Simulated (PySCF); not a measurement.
**NMR parameters of (MeSi)4CH26 adamantane**

(MeSi)4CH26 adamantane, C10H24Si4.

Bonds: Si1-C2, Si1-C3, Si1-C9, Si1-C13, C3-Si4, Si4-C5, Si4-C6, Si4-C14, C6-Si7, Si7-C8, Si7-C9, Si7-C10, C10-Si11, Si11-C12, Si11-C13, Si11-C14. C2 carries H15, H16, H17; C3 carries H18, H19; C5 carries H20, H21, H22; C6 carries H23, H24; C8 carries H25, H26, H27; C9 carries H28, H29; C10 carries H30, H31; C12 carries H32, H33, H34; C13 carries H35, H36; C14 carries H37, H38.

GIAO calculations in PySCF on the PBE0-D3(BJ)/def2-SVP structure: isolated species, non-relativistic, equivalent atoms averaged; basis pcSseg-1.

(1) Give the isotropic shieldings (ppm) with PBE0, wB97X-D.

(2) And the chemical shifts, against references computed in the same way?

(3) Which part of the shielding of Si1/Si4/Si7/Si11 depends on the functional?

## Answers

(1) 
```csv
atoms,environment,PBE0,wB97X-D
Si1/Si4/Si7/Si11,silicon bonded to 4 C,352.3,351.4
C2/C5/C8/C12,"carbon bonded to Si, 3 H",178.3,179.0
C3/C6/C9/C10/C13/C14,"carbon bonded to 2 Si, 2 H",180.9,181.9
H15/H16/H17/H20/H21/H22/H25/H26/H27/H32/H33/H34,hydrogen on a carbon bonded to Si,31.15,31.27
H18/H19/H23/H24/H28/H29/H30/H31/H35/H36/H37/H38,hydrogen on a carbon bonded to 2 Si,31.76,31.94
HOMO–LUMO gap (eV),–,8.22,11.79
```

(2) 
```
                                          atoms  nucleus, reference   PBE0  wB97X-D
                               Si1/Si4/Si7/Si11           ²⁹Si, TMS   -0.3      1.6
                                   C2/C5/C8/C12            ¹³C, TMS    6.1      5.6
                           C3/C6/C9/C10/C13/C14            ¹³C, TMS    3.5      2.6
H15/H16/H17/H20/H21/H22/H25/H26/H27/H32/H33/H34             ¹H, TMS   0.12     0.11
H18/H19/H23/H24/H28/H29/H30/H31/H35/H36/H37/H38             ¹H, TMS  -0.49    -0.56
```

(3) Diamagnetic: PBE0 883, wB97X-D 884 ppm; paramagnetic: PBE0 -531, wB97X-D -532 ppm.
